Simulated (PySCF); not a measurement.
## Au⁺ (gold, charge +1) across methods

[Xe] 4f14 5d9 6s1, high-spin 3D determinant (an excited configuration). Calculation: PySCF 2.14, in aug-cc-pVTZ-PP with one added diffuse shell each of s, p, d, f, g type with ECP60MDF (7s7p6d4f3g, 113 functions); a scalar-relativistic core potential.

| method | E (hartree) | mean ε 5d α (eV) | mean ε 5d β (eV) | mean ε 6s α (eV) | Σ⟨r²⟩ (bohr²) | ⟨S²⟩ |
| --- | --- | --- | --- | --- | --- | --- |
| UHF | -134.42332 | -24.426 | -23.015 | -17.133 | 42.45 | 2.003 |
| r2SCAN0 | -135.2750 | -20.268 | -19.006 | -15.846 | 42.12 | 2.002 |
| PBE0 | -135.2701 | -19.951 | -18.827 | -15.565 | 42.34 | 2.001 |
| r2SCANh | -135.3057 | -19.254 | -17.995 | -15.375 | 42.15 | 2.002 |
| LDA | -135.0486 | -18.328 | -17.320 | -15.100 | 42.68 | 2.000 |
| wB97X-V | -135.2381 | -22.308 | -21.366 | -17.488 | 42.35 | 2.001 |
| PBE | -135.3050 | -18.163 | -17.117 | -14.772 | 42.53 | 2.001 |

(1) Estimate the same row for r2SCAN.

Energies and moments cover only the electrons outside the core potential. Spin-orbit coupling, absent here, splits the open shell strongly.

## Answers

(1) E (hartree) = -135.3263; mean ε 5d α (eV) = -18.582; mean ε 5d β (eV) = -17.325; mean ε 6s α (eV) = -15.058; Σ⟨r²⟩ (bohr²) = 42.17; ⟨S²⟩ = 2.002.
